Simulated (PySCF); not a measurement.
## How methods differ on the excitation energy of Mg

Mg [Ne] 3s2 (1S) → Mg [Ne] 3s1 3p1 (3P), as a difference of total energies. Calculation: PySCF 2.14, in aug-cc-pVQZ-DK; the spin-free X2C one-electron Hamiltonian (Gaussian nucleus). Correlated levels: valence: [Ne] frozen. The calculations carry no spin-orbit coupling.

```json
{"method": "UHF", "excitation energy (cm⁻¹)": "14551", "error (cm⁻¹)": "-7340"}
{"method": "MP2 (valence)", "excitation energy (cm⁻¹)": "19387", "error (cm⁻¹)": "-2504"}
{"method": "SCS-MP2 (valence)", "excitation energy (cm⁻¹)": "20813", "error (cm⁻¹)": "-1078"}
{"method": "CCSD (valence)", "excitation energy (cm⁻¹)": "21014", "error (cm⁻¹)": "-877"}
```

Reference: 21891 cm⁻¹ (measured; NIST levels, between the centres of gravity of the two terms).

Errors of the correlated levels include the incompleteness of this basis and the frozen core.

With two correlated electrons CCSD is exact in that space.
